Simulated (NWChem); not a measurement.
## Lowest excitation of silanone (H2OSi)

```xyz
4

Si     0.0000     0.0000     0.4410
O      0.0000     0.0000    -1.0911
H     -1.2354     0.0000     1.2774
H      1.2354     0.0000     1.2774
```
Charge 0, spin multiplicity 1.

Everything below was run with NWChem. The geometry was optimised at PBE0/def2-SVP, a minimum by its harmonic frequencies.

Basis set: aug-cc-pVDZ.

The correlated methods keep 6 core orbitals frozen. B3LYP has NWChem's definition, with VWN1-RPA local correlation. Coupled-cluster values serve here as a point of comparison, not as the truth.

Problem. Order these methods by the lowest vertical singlet excitation energy they give, lowest first: TD-PBE, EOM-CCSD, CIS, TD-B3LYP.

Solution. TD-PBE (3.65 eV), TD-B3LYP (3.87 eV), EOM-CCSD (4.11 eV), CIS (5.06 eV)
